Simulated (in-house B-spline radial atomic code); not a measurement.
A run on an ion of nuclear charge 65 with 65.1 electrons that did not converge. Method: scalar-relativistic (X2C) PBEsol, spin-polarised, spherical fractional occupations, Fermi nucleus of rms radius 5.06 fm; computed with a B-spline radial code for spherical atoms.

Command:
```bash
python run_scf.py task.json out
```
Settings (nuclear radius in fm, mass in u):
```
Z                65
configuration    [Xe] 4f9.1 6s2
hamiltonian      x2c
method           pbesol
spin_polarised   True
nucleus          fermi
rms_radius       5.06
atomic_mass      158.92535
speed_of_light   137.035999084
```

First and last ten iterations of the last attempt (damped for 15 steps, keeping 80 % of the old Fock matrix, then DIIS):
```
 iter        energy (Eh)    residual
    1      -11659.503158    7.03e-01
    2      -11662.432992    1.29e+00
    3      -11683.340382    8.06e-01
    4      -11694.500243    4.91e-01
    5      -11699.993056    3.06e-01
    6      -11702.465533    1.98e-01
    7      -11703.490175    1.23e-01
    8      -11703.898014    7.75e-02
    9      -11704.068304    5.61e-02
   10      -11704.148741    4.00e-02
  111      -11702.173531    1.28e-01
  112      -11704.245894    7.58e-04
  113      -11704.245934    1.75e-05
  114      -11702.189602    1.27e-01
  115      -11702.189794    1.27e-01
  116      -11702.317952    1.23e-01
  117      -11702.186408    1.27e-01
  118      -11702.187672    1.27e-01
  119      -11702.187488    1.27e-01
  120      -11702.186360    1.27e-01
 not converged after 120 iterations
```

The smallest residual met was 1.7e-05; the threshold is about 6e-07. No energy from this run should be used. The likely cause: this method binds the added charge weakly or not at all at the basis-set limit, so charge moves back and forth between the atom and the box. Run time, properties included: 4 s on 1 thread of x86-64 server CPU, on a shared host.
